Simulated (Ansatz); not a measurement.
```yaml
crystal:
  periodic: [false, false, false]
  atoms:
    - {symbol: F, position_ang: [-0.499577, -0.160962, 1.845085]}
    - {symbol: Sn, position_ang: [-0.000153, -0.031686, 0.022882]}
    - {symbol: Cl, position_ang: [1.885286, -1.292540, -0.234598]}
    - {symbol: Cl, position_ang: [-1.724906, -0.897897, -1.196068]}
    - {symbol: Br, position_ang: [0.389350, 2.309485, -0.478700]}
basis:
  gaussian: {orbitals: def2-SVPD}
hamiltonian: {xc: {name: HF}}
correlation: {method: mp2, frozen_orbitals: {F: 0}}
scf: {lower_state_search: full}
```

```sh
$ ansatz run in.yaml --threads 4 --pin off --events-out ev --progress --plain --max-ram 10444MiB
```

Q: How does Ansatz answer? (Best estimate.)

A: Ansatz gave: The input was rejected before any iteration.
```
Functional definition: HF
Error: "frozen_orbitals" has no count for Sn
```
